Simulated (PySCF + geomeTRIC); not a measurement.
Species: [In(H)3(NCH)] (charge 0, multiplicity 1).

### Question
Give a relaxed geometry from PBE0-D4/def2-SVP in PySCF + geomeTRIC.

### Answer
the end point of this relaxation.
Cartesian coordinates (Å) in one orientation:
```xyz
7

In     0.049    -0.096    -0.179
H      0.170     1.382    -1.085
H     -1.422    -1.020    -0.247
H      1.494    -0.838     0.439
C     -0.790     1.550     2.943
N     -0.524     1.028     1.954
H     -1.040     2.042     3.873
```
